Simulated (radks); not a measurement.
He+, configuration 1s1 (the NIST ground configuration). All-electron calculation, Dirac Kohn-Sham, BLYP, spin-unpolarised, spherical densities, finite nucleus; Gaussian nuclear charge, rms radius 1.6755 fm. Program: a radial shooting solver on a logarithmic mesh with Libxc functionals.

Normalised radial functions P(r) = r R(r) (large component), r in bohr:

```
   r/bohr * 1s1/2 (the largest magnitude, 1.02, reaches the edge; | marks zero)
  0.04983 |             *
  0.06284 |                *
  0.07925 |                   *
  0.09915 |                       *
    0.125 |                            *
   0.1577 |                                  *
   0.1973 |                                       *
   0.2488 |                                            *
   0.3138 |                                                 *
   0.3957 |                                                     *
    0.495 |                                                      *
   0.6243 |                                                     *
   0.7873 |                                                *
    0.985 |                                         *
    1.242 |                                *
    1.567 |                      *
    1.976 |            *
    2.472 |      *
    3.117 |  *
```

1s1/2: eigenvalue -39.358 eV, 0 radial nodes, <r> = 0.784 bohr, 90 % of the charge inside 1.41 bohr.
